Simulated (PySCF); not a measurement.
Species: 1,1-difluoro-2-methoxyethene, C₃H₄F₂O, charge 0, multiplicity 1. 
Structure (B3LYP-D3(BJ)/def2-TZVP (Ansatz) minimum search):
```xyz
10

C     -2.4944    -0.2439     0.1790
O     -1.1691    -0.7638     0.1550
C     -0.2214     0.1246     0.5586
C      0.9386     0.2293    -0.0701
F      1.2879    -0.4428    -1.1516
F      1.9273     1.0095     0.3475
H     -3.1549    -1.0650    -0.0892
H     -2.6082     0.5716    -0.5409
H     -2.7530     0.1190     1.1795
H     -0.4053     0.7244     1.4430
```
Charge 0, spin multiplicity 1.

Dispersion corrections to the total energy (kcal/mol) from the dftd3 and dftd4 libraries through PySCF: D3(BJ) without and D4 with the three-body term, each with the damping fitted for the functional named.

```csv
functional,D3(BJ),D4
B3LYP,-6.13,-5.74
B2PLYP,?,-2.52
revPBE,-9.61,-13.05
HF,?,-14.23
B2GP-PLYP,-1.93,?
HSE06,-2.21,-2.77
LC-wPBE,-3.24,-3.96
```

What belongs in the gaps?


- B2PLYP, D3(BJ): -2.73
- HF, D3(BJ): -30.85
- B2GP-PLYP, D4: -1.50
